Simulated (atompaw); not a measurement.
**Logarithmic derivatives: In, PAW (atompaw)**

```json
{
 "Element": "In",
 "Generator": "atompaw 4.2.0.5",
 "Type": "PAW",
 "Functional": "PBE",
 "Relativity": "scalar-relativistic",
 "Frozen core": "[Kr] 4d10",
 "Valence charge": "3",
 "Reference configuration": "5s2 5p1",
 "Partial waves": "5s (bound): rc 3.00 bohr; 5s channel at -0.1 Ry: rc 2.35 bohr; 5p (bound): rc 3.00 bohr; 5p channel at 2.05 Ry: rc 3.00 bohr; 5d channel at 0.15 Ry: rc 3.00 bohr; 5d channel at 0.6 Ry: rc 3.00 bohr",
 "Local potential": "troulliermartins scheme with l = 3 at -0.5 Ry, radius 2.65 bohr",
 "Core correction": "smooth core density matched at 3.00 bohr",
 "Augmentation charge": "sinc compensation charge, radius 2.20 bohr; PAW radius 3.00 bohr; waves and projectors: custom polynom vanderbiltortho"
}
```

The phase is arctan(r·u′/u) with u = r·R(r), unwrapped; energies in Ry, scanned from -3 to 5 Ry. A pole is an energy at which the radial function vanishes at the test radius. The pseudo phase is shifted by a multiple of π to meet the all-electron one at the reference energy, and phase errors are pseudo minus all-electron; the curves can meet again beyond the range given. Levels narrower than the energy grid can be missing from the lists of poles.

```tsv
channel	radius (bohr)	reference energy (Ry)	poles, all-electron	poles, pseudo	unbroken range about the reference energy with phases within 0.05 rad	phase error 1 Ry above the reference energy (rad)
s	3.00	-0.60	0.23	0.23	the whole range	-0.005
p	3.00	-0.19	1.23	1.23	below 3.6	-0.000
d	3.00	0.15	-1.32, 3.06	-1.09, 3.22	-1.0 to 4.2	+0.003
```

Note: ghost state, extra bound levels that the all-electron valence spectrum of the same l lacks: d at -15.4 eV. A true bound ghost makes a file unfit for plane-wave use.

Phases in the d channel:

```
E (Ry)  all-electron  pseudo
 -3.00         1.377   1.382
 -2.52         1.357   1.365
 -2.04         1.326   1.341
 -1.56         1.210   1.298
 -1.08        -1.785  -1.651
 -0.60        -1.874  -1.871
 -0.12        -1.976  -1.976
  0.36        -2.186  -2.186
  0.84        -2.845  -2.844
  1.32        -4.012  -4.008
  1.80        -4.434  -4.428
  2.28        -4.590  -4.581
  2.76        -4.674  -4.661
  3.24        -4.733  -4.714
  3.72        -4.784  -4.755
  4.20        -4.838  -4.792
  4.68        -4.912  -4.830
```
